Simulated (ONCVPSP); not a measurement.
# Configuration tests for selenium (ONCV)

selenium (Se), optimised norm-conserving Vanderbilt (ONCV), made with ONCVPSP 4.0.1 (PBE, scalar-relativistic). Core [Ne], reference 3s2 3p6 3d10 4s1 4p5. Waves: 3s+4s: rc 1.05 bohr, ncon 4, nbas 7, qcut 9.2 1/bohr, 2 projectors; 3p+4p: rc 0.90 bohr, ncon 3, nbas 7, qcut 16.2 1/bohr, 2 projectors; 3d: rc 1.20 bohr, ncon 3, nbas 7, qcut 12.6 1/bohr, 1 projector; f scattering state at 0.22 Ha: rc 1.15 bohr, ncon 3, nbas 7, qcut 9 1/bohr, 2 projectors, debl 1 Ha. Local part: polynomial inside 0.55 bohr (lpopt 4, dvloc0 1 Ha). Core correction: none.

Energies are relative to the spin-unpolarised reference configuration 3s2 3p6 3d10 4s1 4p5; without spin polarisation the order of configurations can differ from experiment.

| valence configuration | charge | ΔE all-electron (eV) | error AE − PS (meV) |
| --- | --- | --- | --- |
| 3s2 3p6 3d10 4s2 4p4 | 0 | -10.882 | +0.5 |
| 3s2 3p6 3d10 4s2 4p3 | +1 | -0.036 | +1.1 |

Question: What are ΔE and the potential's error for 3s2 3p6 3d10 4s2 4p2?

Answer: ΔE = 20.312 eV all-electron; the error (AE − PS) is +1.2 meV.

Question: What are ΔE and the potential's error for 3s2 3p5 3d10 4s2 4p4?

Answer: ΔE = 153.461 eV all-electron; the error (AE − PS) is -495 meV.

Levels in the configuration 3s2 3p5 3d10 4s2 4p4:

```csv
level,all-electron (eV),pseudo (eV)
3s,-237.090,-238.509
3p,-176.343,-177.246
3d,-75.922,-75.660
4s,-29.665,-29.725
4p,-17.280,-17.293
```
